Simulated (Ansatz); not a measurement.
```xyz
2

S     0.0000    0.0000    0.0000
H     0.0000    0.0000    3.8080
```

Basis set: pcseg-2 (spherical functions). Charge 0, multiplicity 2.

Computed with Ansatz (development build ahead of 0.2.0); each method stands on the lowest determinant of its kind that the runs found. Restricted functionals stand beside restricted open-shell atoms, which can lie above the unrestricted atoms usual in DFT and then raise those values.

The atomization energy at this shape (free ground-state atoms in the same class of orbitals less the molecule, no zero-point energy) of doublet SH in separate pieces:

```tsv
method	atomization energy
PBE (unrestricted)	0.02 eV
PBE0 (restricted open-shell)	-1.78 eV
UHF	0.00 eV
ROHF	-2.13 eV
```

What does PBE (restricted open-shell) give?

-1.42 eV. Caution: the shape is not the minimum. Caution for PBE (unrestricted), PBE0 (restricted open-shell), PBE (restricted open-shell): charge can spread falsely over distant fragments. Caution for PBE (unrestricted), UHF: the unrestricted determinant is a mixture of spin states. Caution for PBE0 (restricted open-shell): stretched shape with no unrestricted run beside it, a lower state can exist. Caution for PBE0 (restricted open-shell), PBE (restricted open-shell), ROHF: the molecule lies well above its atoms at this level. Caution for PBE (restricted open-shell), ROHF: an unrestricted determinant lies well below.
